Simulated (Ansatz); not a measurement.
`C=CC(F)(F)F` + `[OH][SnH3]` → `FC(F)(F)[O][SnH3]` + `C=C`  (substitution at a C–C bond)

Program: Ansatz. Geometries: PBE0-D4/def2-TZVP. ΔE: electronic, gas phase. CBS: MP2 limit from def2 TZ/QZ plus the TZ coupled-cluster correction, frozen cores. This one scheme is used for every species. Functionals use def2-TZVPP. B3LYP here is the variant with VWN-RPA as its local correlation; programs differ in this. HSE06 is defined as in plane-wave codes. Elements past krypton have def2 core potentials. For Sn outer-core shells are correlated without core-valence functions, which leaves a few kJ/mol of doubt a bond.

`C=CC(F)(F)F`:

```xyz
9

C    -0.329   -1.114    0.795
C    -0.059    0.157    0.564
C     0.251    0.694   -0.793
F    -0.627    1.647   -1.144
F     1.467    1.261   -0.820
F     0.225   -0.242   -1.745
H    -0.339   -1.845   -0.004
H    -0.548   -1.463    1.797
H    -0.042    0.904    1.350
```

`[OH][SnH3]`:

Cartesian coordinates in Å:
```
O -1.295 -0.429 -0.626
Sn 0.408 -0.030 0.278
H -1.608 0.289 -1.179
H 0.187 1.346 1.269
H 1.598 0.265 -0.913
H 0.710 -1.441 1.172
```

`FC(F)(F)[O][SnH3]`:

Cartesian coordinates in Å:
```
F -1.072 -1.857 1.500
C -0.285 -0.869 1.074
F -0.772 0.285 1.608
F 0.922 -1.050 1.648
O -0.229 -0.832 -0.233
Sn 0.282 0.839 -1.231
H -1.122 1.789 -1.266
H 1.573 1.527 -0.373
H 0.704 0.168 -2.729
```

`C=C`:

```xyz
6

C     0.026   -0.041   -0.660
C    -0.026    0.041    0.660
H     0.785   -0.629   -1.164
H    -0.689    0.475   -1.291
H    -0.785    0.629    1.164
H     0.689   -0.475    1.291
```

```json
{"level": "LDA (SPW92)", "ΔE (kJ/mol)": "-19.4", "difference from CCSD(T)/CBS": "-0.9"}
{"level": "B2PLYP", "ΔE (kJ/mol)": "-21.0", "difference from CCSD(T)/CBS": "-2.5"}
{"level": "B3LYP", "ΔE (kJ/mol)": "-21.9", "difference from CCSD(T)/CBS": "-3.4"}
{"level": "r2SCAN0", "ΔE (kJ/mol)": "-27.1", "difference from CCSD(T)/CBS": "-8.6"}
{"level": "HSE06", "ΔE (kJ/mol)": "-21.6", "difference from CCSD(T)/CBS": "-3.1"}
{"level": "CAM-B3LYP", "ΔE (kJ/mol)": "-24.3", "difference from CCSD(T)/CBS": "-5.8"}
{"level": "CCSD(T)/def2-TZVPP", "ΔE (kJ/mol)": "-22.1", "difference from CCSD(T)/CBS": "-3.6"}
{"level": "HF/def2-QZVPP", "ΔE (kJ/mol)": "-36.8", "difference from CCSD(T)/CBS": "-18.3"}
{"level": "HF/CBS(def2)", "ΔE (kJ/mol)": "-36.8", "difference from CCSD(T)/CBS": "-18.3"}
{"level": "MP2/CBS(def2)", "ΔE (kJ/mol)": "-15.0", "difference from CCSD(T)/CBS": "3.5"}
{"level": "CCSD(T)/CBS", "ΔE (kJ/mol)": "-18.5", "difference from CCSD(T)/CBS": "0"}
```

Largest T1 diagnostic among the species: 0.014.

From BLYP to BHLYP (50 % exact exchange), in def2-TZVPP and without D4, ΔE moves by −9.1 kJ/mol. In def2-TZVPP, CCSD(T) changes the Hartree–Fock value by +14.8 kJ/mol (the triples alone add +1.4 kJ/mol) and MP2 by +18.3 kJ/mol. Leaving LDA and LC-ωPBE aside and taking each functional with its dispersion term where it has one, the values, not all of them listed here, spread over 11.5 kJ/mol, from BHLYP-D4 to revPBE-D4.
